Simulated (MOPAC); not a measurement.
MOPAC input (PM3):

```
PM3 FORCE THERMO(298,298) PRECISE LET CHARGE=1 GEO-OK AUX(PRECISION=9) THREADS=1
CHSe2

Se   -1.57666078 1    0.00395482 1    0.08958970 1
C     0.13921195 1    0.05415818 1   -0.05683009 1
Se    1.60979511 1   -0.05058534 1   -0.04969584 1
H    -1.96191326 1    1.10494846 1   -0.87578748 1
```

Output:

```
 *******************************************************************************
 **                                                                           **
 **                              MOPAC v23.2.5                                **
 **                                                                           **
 *******************************************************************************
 ** MOPAC's Digital Object Identifier: https://doi.org/10.5281/zenodo.6511958 **
 **                                                                           **
 ** Please cite the open-source release paper for use of this MOPAC version:  **
 ** J. E. Moussa and J. J. P. Stewart (2026)                                  **
 ** MOPAC: An open-source semiempirical molecular orbital program             **
 ** J. Open Source Softw., 11(119), 8025, https://doi.org/10.21105/joss.08025 **
 *******************************************************************************

                              PM3 CALCULATION RESULTS

 *******************************************************************************
 *  PM3        - The PM3 Hamiltonian to be used
 *  GEO-OK     - OVERRIDE INTERATOMIC DISTANCE AND OTHER SAFETY CHECKS
 *
 *
 *
 *                 CHARGE ON SYSTEM = +1
 *
 *
 *
 *  LET        - OVERRIDE SOME SAFETY CHECKS
 *  PRECISE    - TIGHTER CRITERIA TO BE USED
 *  FORCE      - FORCE CALCULATION SPECIFIED
 *  AUX        - OUTPUT AUXILIARY INFORMATION
 *  THERMO     - THERMODYNAMIC QUANTITIES TO BE CALCULATED
 *******************************************************************************
PM3 FORCE THERMO(298,298) PRECISE LET CHARGE=1 GEO-OK AUX(PRECISION=9) THREADS=1
 CHSe2

   ATOM   CHEMICAL          X               Y               Z
  NUMBER   SYMBOL      (ANGSTROMS)     (ANGSTROMS)     (ANGSTROMS)

     1      Se         -1.57666078  *   0.00395482  *   0.08958970  *
     2       C          0.13921195  *   0.05415818  *  -0.05683009  *
     3      Se          1.60979511  *  -0.05058534  *  -0.04969584  *
     4       H         -1.96191326  *   1.10494846  *  -0.87578748  *

          CARTESIAN COORDINATES

    NO.       ATOM           X           Y           Z

     1        Se         -1.5767      0.0040      0.0896
     2         C          0.1392      0.0542     -0.0568
     3        Se          1.6098     -0.0506     -0.0497
     4         H         -1.9619      1.1049     -0.8758

  H: (PM3): J. J. P. STEWART, J. COMP. CHEM. 10, 209 (1989).
  C: (PM3): J. J. P. STEWART, J. COMP. CHEM. 10, 209 (1989).
 Se: (PM3): J. J. P. STEWART, J. COMP. CHEM. 12, 320-341 (1991).

           Empirical Formula: C H Se2  =     4 atoms

      MOLECULAR POINT GROUP   :   Cs

      RHF CALCULATION, NO. OF DOUBLY OCCUPIED LEVELS = 8

          HEAT OF FORMATION =     270.110625 KCALS/MOLE

          CARTESIAN COORDINATE DERIVATIVES

   NUMBER  ATOM         X            Y            Z

     1      Se      0.004455     0.004551    -0.000000
     2       C     -0.002404     0.007160     0.000000
     3      Se     -0.001650    -0.004362    -0.000000
     4       H     -0.000401    -0.007349    -0.000000

 DIPOLE           X         Y         Z       TOTAL
 POINT-CHG.     8.869     0.022    -0.000     8.869
 HYBRID        -0.659    -1.198    -0.000     1.367
 SUM            8.210    -1.176    -0.000     8.294

          GRADIENT NORM =   0.01317

          MOLECULAR WEIGHT =  170.94

          ROTATIONAL CONSTANTS IN CM(-1)

          A =    7.48237567   B =    0.04154119   C =    0.04131184

           PRINCIPAL MOMENTS OF INERTIA IN UNITS OF 10**(-40)*GRAM-CM**2

          A =        3.7412   B =      673.8552   C =      677.5964

          ORIENTATION OF MOLECULE IN FORCE CALCULATION

    NO.       ATOM         X         Y         Z

     1         Se      -1.5901   -0.0826    0.0000
     2          C       0.1327   -0.0826    0.0000
     3         Se       1.5937    0.1153    0.0000
     4          H      -1.8597   -1.5726   -0.0000

    FIRST DERIVATIVES WILL BE USED IN THE CALCULATION OF SECOND DERIVATIVES

    FOR POINT-GROUP Cs   THERE ARE   2 UNIQUE SYMMETRY FUNCTIONS.

(To convert to Hartree/Bohr^2, multiply by (10^(-21) x N x a0^2)/(4.184 x 627.51) =  0.0642)

           FORCE MATRIX IN MILLIDYNES/ANGSTROM

                 Se  1       C  2      Se  3       H  4
 ------------------------------------------------------
    Se    1   3.098737
     C    2   1.828581   7.476939
    Se    3   0.496937   5.584839   5.946715
     H    4   1.773934   0.408448   0.068529   1.830283

          HEAT OF FORMATION =     270.110625 KCALS/MOLE

          ZERO POINT ENERGY       6.442 KCAL/MOL

           NORMAL COORDINATE ANALYSIS (Total motion = 1 Angstrom)

   Root No.       1         2         3         4         5         6

                 1 A'      2 A'      1 A"      3 A'      4 A'      5 A'

                 247.1     345.8     347.3     740.3    1070.1    1756.1

           1    0.1888    0.0443    0.0000   -0.0082   -0.0178   -0.0017
           2    0.0247   -0.0159    0.0000    0.0153   -0.0052   -0.0119
           3    0.0000   -0.0000   -0.0288    0.0000   -0.0000   -0.0000
           4   -0.0723   -0.0550    0.0000    0.0431    0.6016   -0.0101
           5   -0.2530    0.3362   -0.0000   -0.1062    0.0877   -0.0026
           6   -0.0000    0.0000    0.4981   -0.0000    0.0000    0.0000
           7   -0.1732   -0.0429   -0.0000   -0.0091   -0.0703    0.0006
           8    0.0123   -0.0337    0.0000    0.0030   -0.0098    0.0001
           9    0.0000   -0.0000   -0.0415    0.0000   -0.0000   -0.0000
          10   -0.3540    0.5447    0.0000    0.8426   -0.2717    0.2045
          11    0.1171   -0.1198    0.0000   -0.1641    0.1330    0.9553
          12    0.0000   -0.0000   -0.4316   -0.0000    0.0000    0.0000

           MASS-WEIGHTED COORDINATE ANALYSIS (NORMAL COORDINATES)

   Root No.       1         2         3         4         5         6

                 1 A'      2 A'      1 A"      3 A'      4 A'      5 A'

                 247.1     345.8     347.3     740.3    1070.1    1756.1

           1    0.6728    0.2703    0.0000   -0.0756   -0.0709   -0.0151
           2    0.0880   -0.0970    0.0000    0.1407   -0.0208   -0.1068
           3    0.0000   -0.0000   -0.1394    0.0000   -0.0000   -0.0000
           4   -0.1006   -0.1310    0.0000    0.1547    0.9365   -0.0355
           5   -0.3517    0.8008   -0.0000   -0.3814    0.1366   -0.0090
           6   -0.0000    0.0000    0.9405   -0.0000    0.0000    0.0000
           7   -0.6175   -0.2617   -0.0000   -0.0837   -0.2805    0.0055
           8    0.0438   -0.2059    0.0000    0.0273   -0.0392    0.0005
           9    0.0000   -0.0000   -0.2007    0.0000   -0.0000   -0.0000
          10   -0.1425    0.3759    0.0000    0.8764   -0.1225    0.2079
          11    0.0472   -0.0827    0.0000   -0.1707    0.0600    0.9715
          12    0.0000   -0.0000   -0.2361   -0.0000    0.0000    0.0000

          DESCRIPTION OF VIBRATIONS

 VIBRATION          1    1A'         ATOM PAIR     ENERGY CONTRIBUTION    RADIAL
 FREQUENCY           247.06         Se1 -- Se3         +35.4% (110.8%)     99.9%
 TRANSITION DIPOLE   1.3022         Se1 -- C 2         +32.5% (106.1%)     75.6%
 TRAVEL (Ang.)       0.0978         C 2 -- Se3         +16.6% ( 75.8%)     49.8%
 REDUCED MASS       28.5529         Se1 -- H 4         +15.6% ( 73.5%)      5.2%
 EFFECTIVE MASS     80.6992
 FORCE CONSTANT      1.0268

 VIBRATION          2    2A'         ATOM PAIR     ENERGY CONTRIBUTION    RADIAL
 FREQUENCY           345.81         Se1 -- C 2         +39.7% (107.5%)     16.7%
 TRANSITION DIPOLE   0.2842         C 2 -- Se3         +37.1% (104.0%)      6.8%
 TRAVEL (Ang.)       0.1701         Se1 -- H 4         +18.6% ( 73.7%)      9.6%
 REDUCED MASS        6.7386         Se1 -- Se3          +4.6% ( 36.5%)     98.1%
 EFFECTIVE MASS     25.3218
 FORCE CONSTANT      0.4748

 VIBRATION          3    1A"         ATOM PAIR     ENERGY CONTRIBUTION    RADIAL
 FREQUENCY           347.31         C 2 -- Se3         +50.9% ( 92.5%)      0.0%
 TRANSITION DIPOLE   0.5057         Se1 -- C 2         +48.6% ( 90.4%)      0.0%
 TRAVEL (Ang.)       0.1425         Se1 -- H 4          +0.4% (  7.7%)      0.0%
 REDUCED MASS        9.5588         Se1 -- Se3          +0.2% (  6.0%)      0.0%
 EFFECTIVE MASS     13.3330
 FORCE CONSTANT      0.6793

 VIBRATION          4    3A'         ATOM PAIR     ENERGY CONTRIBUTION    RADIAL
 FREQUENCY           740.26         Se1 -- H 4         +80.7% ( 85.4%)      1.9%
 TRANSITION DIPOLE   0.6451         Se1 -- C 2          +9.7% ( 29.6%)     16.3%
 TRAVEL (Ang.)       0.2957         C 2 -- Se3          +9.2% ( 28.9%)     14.7%
 REDUCED MASS        1.0417         Se1 -- Se3          +0.4% (  6.0%)      1.8%
 EFFECTIVE MASS      3.5001
 FORCE CONSTANT      0.3363

 VIBRATION          5    4A'         ATOM PAIR     ENERGY CONTRIBUTION    RADIAL
 FREQUENCY          1070.06         C 2 -- Se3         +53.4% ( 98.1%)    100.0%
 TRANSITION DIPOLE   4.5452         Se1 -- C 2         +45.5% ( 90.6%)     97.6%
 TRAVEL (Ang.)       0.0788         Se1 -- H 4          +0.6% ( 10.5%)     53.8%
 REDUCED MASS       10.1472         Se1 -- Se3          +0.5% (  9.4%)     99.9%
 EFFECTIVE MASS     15.2303
 FORCE CONSTANT      6.8456

 VIBRATION          6    5A'         ATOM PAIR     ENERGY CONTRIBUTION    RADIAL
 FREQUENCY          1756.08         Se1 -- H 4         +99.9% ( 99.9%)     99.9%
 TRANSITION DIPOLE   1.2901
 TRAVEL (Ang.)       0.1967
 REDUCED MASS        0.9926
 EFFECTIVE MASS      1.2131
 FORCE CONSTANT      1.8034

      SYMMETRY NUMBER FOR POINT-GROUP Cs  =  1

          SYSTEM IS A GROUND STATE

 CHSe2

          MOLECULE IS NOT LINEAR

          THERE ARE  6 GENUINE VIBRATIONS IN THIS SYSTEM
          THIS THERMODYNAMICS CALCULATION IS LIMITED TO
          MOLECULES WHICH HAVE NO INTERNAL ROTATIONS

                    CALCULATED THERMODYNAMIC PROPERTIES
                                          *
   TEMP. (K)   PARTITION FUNCTION   H.O.F.    ENTHALPY  HEAT CAPACITY ENTROPY
                                   KCAL/MOL   CAL/MOLE    CAL/K/MOL  CAL/K/MOL

 298.00  VIB.     0.2251D+01                   845.0122     6.0206     4.4482
         ROT.     0.4662D+05                   888.2803     2.9808    24.3430
         INT.     0.1050D+06                  1733.2925     9.0014    28.7912
         TRA.     0.2161D+28                  1480.4672     4.9680    41.3139
         TOT.                      270.111    3213.7596    13.9694    70.1051

   *: NOTE: HEATS OF FORMATION ARE RELATIVE TO THE
            ELEMENTS IN THEIR STANDARD STATE AT 298K
              (=  Standard Enthalpy of Formation).

            Hvib:  Zero-point energy is not included.
                   frequencies of less than zero cm-1 are not included.
            Hrot = (3/2)RT
            Htra = (3/2)RT + pV = (5/2)RT

            Heat capacity is Cp, not Cv

          For more information, see: HTTP://OpenMOPAC.net/Manual/thermochemistry.html

           FORCE CONSTANT IN CARTESIAN COORDINATES (Millidynes/A)

    ATOM   CHEMICAL       X               Y               Z
   NUMBER   SYMBOL  FORCE CONSTANT  FORCE CONSTANT  FORCE CONSTANT

      1      Se        2.138743        2.238042        0.109561
      2       C        7.246091        1.313305        0.754684
      3      Se        5.836998        0.342520        0.226169
      4       H        0.350131        1.740783        0.004443

 **********************
 *                    *
 * JOB ENDED NORMALLY *
 *                    *
 **********************

 == MOPAC DONE ==
```

The dipole moment of an ion depends on the origin.
